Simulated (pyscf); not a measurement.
## HN=SiH–OH, singlet

Gas-phase minimum from PySCF at ωB97X-D3(BJ)/def2-SVP, one conformer. HN=SiH–OH lies 21.1 kcal/mol over its isomer H₂N–Si:–OH [singlet] (electronic energy, ωB97M-D3(BJ)). 

```
Si
N 1 1.5822
H 2 1.0131 1 127.27
O 1 1.6433 2 121.05 3 179.96
H 4 0.9660 1 114.53 2 -0.03
H 1 1.4791 2 134.23 3 -0.06
```

Properties at ωB97X-D3(BJ)/def2-SVP:

```yaml
harmonic_wavenumbers_unscaled: 322, 450, 509, 575, 605, 824, 908, 936, 1233, 2319, 3707, 3897 cm⁻¹
zero_point_energy: 23.3 kcal/mol
rotational_symmetry_number: 1
Entropy of this conformer at 298 K and 1 atm, rigid rotor and harmonic oscillator, modes under 100 cm⁻¹ raised to 100: 272.7 J/(mol K)
dipole_moment: 0.94 D
```

Single-point totals, which compare only within one level (frozen core for MP2 and CC):

```csv
level,total energy (hartree)
ωB97X-D3(BJ)/def2-TZVP,-421.40644
PBE/def2-TZVP,-421.06684
r²SCAN/def2-TZVP,-421.26726
B3LYP-D3(BJ)/def2-TZVP,-421.39032
PBE0-D3(BJ)/def2-TZVP,-421.09337
M06-2X/def2-TZVP,-421.28744
ωB97M-D3(BJ)/def2-TZVP,-421.43426
HF/def2-TZVPP,-420.07843
MP2/def2-TZVPP,-420.64700
CCSD/def2-TZVPP,-420.66011
CCSD(T)/def2-TZVPP,-420.68438
```

The CCSD(T) − MP2 part came from Ansatz, without density fitting, on the same reference.
